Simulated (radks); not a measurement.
Neutral iron inside a hard spherical wall (all orbitals vanish at R), configuration held at [Ar] 3d6 4s2 and not refilled when levels cross. Method: scalar-relativistic Kohn-Sham, PBE, spin-polarised, spherical densities, finite nucleus; open shells are filled with parallel spins first; Fermi nuclear charge, rms radius 3.7377 fm; computed with a radial shooting solver on a logarithmic mesh with Libxc functionals. Eigenvalues in eV for spin up, with the zero of energy where the potential of the charges vanishes at infinity; a dash marks a level that is unbound or too diffuse for the functional's potential to be trusted. A positive occupied level is held by the wall or, in an anion where self-interaction has pushed it up, behind a barrier. The pressure on the wall is -dE/dV.

R (bohr) = free: E (hartree) -1272.58141; kinetic (hartree) 1287.805; e(3s) -95.557; e(3p) -61.562; e(3d) -8.891; e(4s) -5.630; e(4p, empty) -1.457; e(5s, empty) -; pressure (GPa) 0
R (bohr) = 15: E (hartree) -1272.58141; kinetic (hartree) 1287.805; e(3s) -95.557; e(3p) -61.562; e(3d) -8.891; e(4s) -5.630; e(4p, empty) -1.454; e(5s, empty) 0.268; pressure (GPa) < 0.0001
R (bohr) = 10: E (hartree) -1272.58109; kinetic (hartree) 1287.808; e(3s) -95.527; e(3p) -61.532; e(3d) -8.862; e(4s) -5.606; e(4p, empty) -1.357; e(5s, empty) 1.561; pressure (GPa) 0.00886
R (bohr) = 8: E (hartree) -1272.57813; kinetic (hartree) 1287.831; e(3s) -95.360; e(3p) -61.364; e(3d) -8.698; e(4s) -5.464; e(4p, empty) -1.025; e(5s, empty) 3.772; pressure (GPa) 0.138
R (bohr) = 6: E (hartree) -1272.54921; kinetic (hartree) 1287.991; e(3s) -94.479; e(3p) -60.484; e(3d) -7.848; e(4s) -4.620; e(4p, empty) 0.462; e(5s, empty) 10.712; pressure (GPa) 2.40
R (bohr) = 5: E (hartree) -1272.47855; kinetic (hartree) 1288.306; e(3s) -93.138; e(3p) -59.151; e(3d) -6.575; e(4s) -3.109; e(4p, empty) 2.765; e(5s, empty) 19.731; pressure (GPa) 11.4
R (bohr) = 4: E (hartree) -1272.23021; kinetic (hartree) 1289.250; e(3s) -90.039; e(3p) -56.092; e(3d) -3.647; e(4s) 1.121; e(4p, empty) 8.586; e(5s, empty) 40.009; pressure (GPa) 66.1
R (bohr) = 3.5: E (hartree) -1271.89880; kinetic (hartree) 1290.402; e(3s) -87.037; e(3p) -53.151; e(3d) -0.766; e(4s) 6.016; e(4p, empty) 14.882; e(5s, empty) 60.084; pressure (GPa) 180
R (bohr) = 3: E (hartree) -1271.17608; kinetic (hartree) 1292.791; e(3s) -82.064; e(3p) -48.295; e(3d) 4.184; e(4s) 15.654; e(4p, empty) 26.666; e(5s, empty) 94.928; pressure (GPa) 556
R (bohr) = 2.5: E (hartree) -1269.41534; kinetic (hartree) 1298.448; e(3s) -73.270; e(3p) -39.636; e(3d) 13.540; e(4s) 36.695; e(4p, empty) 50.974; e(5s, empty) 160.81; pressure (GPa) 2070
R (bohr) = 1.5: E (hartree) -1245.62683; kinetic (hartree) 1368.297; e(3s) -8.846; e(3p) 27.825; e(3d) 88.641; e(4s) 248.37; e(4p, empty) 268.29; e(5s, empty) 661.09; pressure (GPa) 74400
